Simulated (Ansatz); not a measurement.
The lowest singlet and triplet of SiH2 (SMILES [SiH2]); geometries from B3LYP-D3(BJ)/def2-TZVP, each state relaxed from the structure named, with no frequency check.
Singlet at the triplet's geometry (charge 0, multiplicity 1):
```xyz
3

Si     0.000     0.095     0.000
H     -1.274    -0.668     0.000
H      1.278    -0.661     0.000
```

```csv
level,"gap E(singlet) − E(triplet), vertical, at the triplet's geometry (kcal/mol)",cost
R-HF/cc-pV(D+d)Z,5.96,-
U-HF/cc-pV(D+d)Z (spin-contaminated),-1.79,-
R-HF/cc-pV(T+d)Z,5.90,-
U-HF/cc-pV(T+d)Z (spin-contaminated),-2.51,-
R-HF/cc-pV(Q+d)Z,5.93,-
R-SVWN5/def2-TZVPP,-7.84,×0.6
U-SVWN5/def2-TZVPP (spin-contaminated),-8.17,×1
U-PBE/def2-TZVPP (spin-contaminated),-6.98,×3
R-r2SCAN/def2-TZVPP,0.30,×2
U-B3LYP/def2-TZVPP (spin-contaminated),-10.82,×2
R-PBE0/def2-TZVPP,-4.12,×1
U-PBE0/def2-TZVPP (spin-contaminated),-6.72,×2
U-wB97X-V/def2-TZVPP (spin-contaminated),-11.63,×5
U-wB97M-V/def2-TZVPP,-13.40,×4
R-MP2/cc-pV(D+d)Z,-3.76,-
U-MP2/cc-pV(T+d)Z (spin-contaminated),-4.66,-
U-MP2/cc-pV(Q+d)Z (spin-contaminated),-4.97,-
R-SCS-MP2/cc-pV(D+d)Z,-7.62,-
U-SCS-MP2/cc-pV(D+d)Z (spin-contaminated),-6.09,-
R-SCS-MP2/cc-pV(T+d)Z,-10.72,-
U-SCS-MP2/cc-pV(T+d)Z (spin-contaminated),-7.69,-
U-SCS-MP2/cc-pV(Q+d)Z (spin-contaminated),-8.16,-
R-CCSD/cc-pV(D+d)Z,-8.21,-
R-CCSD/cc-pV(T+d)Z,-9.75,-
U-CCSD/cc-pV(T+d)Z (spin-contaminated),-9.21,-
U-CCSD/cc-pV(Q+d)Z (spin-contaminated),-9.46,-
U-CCSD(T)/cc-pV(D+d)Z (spin-contaminated),-8.06,×2
R-CCSD(T)/cc-pV(T+d)Z,-10.14,×2
U-CCSD(T)/cc-pV(T+d)Z (spin-contaminated),-9.57,×3
R-CCSD(T)/cc-pV(Q+d)Z,-10.42,×10
R-CCSDT/cc-pV(T+d)Z,-10.17,-
R-CCSDT(Q)/cc-pV(D+d)Z,-8.60,×4
"SA-CASSCF(6,6)/cc-pV(D+d)Z",-5.68,-
"SA-CASSCF(6,6)/cc-pV(T+d)Z",-7.33,-
"SA-CASSCF(6,6)/cc-pV(Q+d)Z",-7.52,-
"SC-NEVPT2 on SA-CASSCF(6,6)/cc-pV(D+d)Z",-8.04,-
"SC-NEVPT2 on SA-CASSCF(6,6)/cc-pV(Q+d)Z",-11.07,-
"FIC-NEVPT4(SD) on SA-CASSCF(6,6)/cc-pV(T+d)Z",-10.42,-
"FIC-NEVPT4(SD) on SA-CASSCF(6,6)/cc-pV(Q+d)Z",-10.80,-
"FIC-MRCISD+Q on SA-CASSCF(6,6)/cc-pV(Q+d)Z",-10.35,-
```

The rows run from -13.40 (U-wB97M-V/def2-TZVPP) to 5.96 kcal/mol (R-HF/cc-pV(D+d)Z). From cc-pV(T+d)Z to cc-pV(Q+d)Z R-CCSD(T) changes by -0.27.

A positive gap puts the triplet lower; no zero-point energy. R- takes a restricted singlet. U- takes an unrestricted singlet (broken symmetry where lower, unprojected). The triplet is unrestricted in single-reference levels. Active spaces average the two states.

Cores are frozen in the correlated methods.

Doubts at one or more of the structures used: a restricted determinant that unrestricted orbitals would lower (R-HF/cc-pV(D+d)Z, R-HF/cc-pV(T+d)Z, R-HF/cc-pV(Q+d)Z, R-SVWN5/def2-TZVPP, R-r2SCAN/def2-TZVPP, R-PBE0/def2-TZVPP, R-MP2/cc-pV(D+d)Z, R-SCS-MP2/cc-pV(D+d)Z, R-SCS-MP2/cc-pV(T+d)Z, R-CCSD/cc-pV(D+d)Z, R-CCSD/cc-pV(T+d)Z, R-CCSD(T)/cc-pV(T+d)Z, R-CCSD(T)/cc-pV(Q+d)Z, R-CCSDT/cc-pV(T+d)Z, R-CCSDT(Q)/cc-pV(D+d)Z); T1 above 0.05 (U-CCSD/cc-pV(T+d)Z (spin-contaminated), U-CCSD/cc-pV(Q+d)Z (spin-contaminated), U-CCSD(T)/cc-pV(D+d)Z (spin-contaminated), U-CCSD(T)/cc-pV(T+d)Z (spin-contaminated)).

Run with Ansatz (an electronic-structure program). Each number belongs to the level named beside it.

Costs are rough ratios of core time to R-PBE/def2-TZVPP (about 1.1 s over the structures, on one shared machine); a dash marks a level with no comparable run of its own.
